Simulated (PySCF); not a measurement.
## Spin-rotation constants: `InChI=1S/C10H8/c1-2-4-8-5-3-6-9-7-10(8)9/h3,5-6H,7H2,1H3`

Geometry (Å), atoms numbered from 1 in this order:
```xyz
18

C     3.8996    0.8881   -0.0167
C     2.5088    0.4970   -0.0284
C     1.3504    0.1727   -0.0365
C    -0.0108   -0.2089   -0.0475
C    -0.4149   -1.5424   -0.3275
C    -1.7367   -1.9373   -0.3439
C    -2.8065   -1.0535   -0.0838
C    -2.3883    0.2092    0.1802
C    -1.0729    0.6127    0.1986
C    -2.1112    1.6399    0.4888
H     4.2451    1.0033    1.0109
H     4.5069    0.1292   -0.5097
H     4.0247    1.8370   -0.5383
H     0.3571   -2.2692   -0.5361
H    -1.9653   -2.9699   -0.5662
H    -3.8332   -1.3872   -0.1021
H    -2.3296    2.3930   -0.2612
H    -2.2320    1.9925    1.5078
```

Theory: GIAO B3LYP/pcSseg-1 magnetisability, rotational g tensor and spin-rotation constants, non-relativistic, gas phase (PySCF 2.14.0). Geometry: GFN2-xTB.

(1) Give the nuclear spin-rotation constants along the inertial axes (H = +C I·J) beside the isotropic shieldings.

Answers

(1) Rotational constants 3.1951, 0.7789, 0.6313 GHz. A star marks the isotopologue with that one atom substituted, in its own axes.
| atom | isotope | Caa (kHz) | Cbb (kHz) | Ccc (kHz) | mean (kHz) | σ (ppm) |
| --- | --- | --- | --- | --- | --- | --- |
| H11 | 1H | -0.303 | -0.075 | 0.003 | -0.125 | 29.5 |
| H12 | 1H | -0.274 | -0.005 | -0.060 | -0.113 | 29.5 |
| H13 | 1H | -0.312 | -0.032 | -0.030 | -0.125 | 29.5 |
| H14 | 1H | -0.105 | 0.035 | -0.065 | -0.045 | 24.5 |
| H15 | 1H | -0.221 | 0.059 | -0.063 | -0.075 | 24.6 |
| H16 | 1H | 0.319 | -0.076 | -0.061 | 0.061 | 24.6 |
| H17 | 1H | -0.347 | -0.030 | -0.010 | -0.129 | 28.4 |
| H18 | 1H | -0.347 | -0.030 | -0.010 | -0.129 | 28.4 |
| C1 | 13C* | 0.392 | 0.102 | 0.083 | 0.193 | 176.2 |
| C2 | 13C* | 0.321 | 0.268 | 0.225 | 0.271 | 86.4 |
| C3 | 13C* | 0.078 | 0.279 | 0.234 | 0.197 | 98.0 |
| C4 | 13C* | 1.359 | 0.279 | 0.073 | 0.570 | 65.8 |
| C5 | 13C* | 1.334 | 0.350 | 0.086 | 0.590 | 42.1 |
| C6 | 13C* | 1.239 | 0.365 | 0.076 | 0.560 | 47.1 |
| C7 | 13C* | 1.361 | 0.282 | 0.069 | 0.571 | 65.1 |
| C8 | 13C* | 1.192 | 0.447 | 0.020 | 0.553 | 47.9 |
| C9 | 13C* | 1.278 | 0.432 | 0.022 | 0.577 | 45.9 |
| C10 | 13C* | 0.497 | 0.172 | 0.054 | 0.241 | 159.6 |

For the geometry as given, no vibrational averaging.
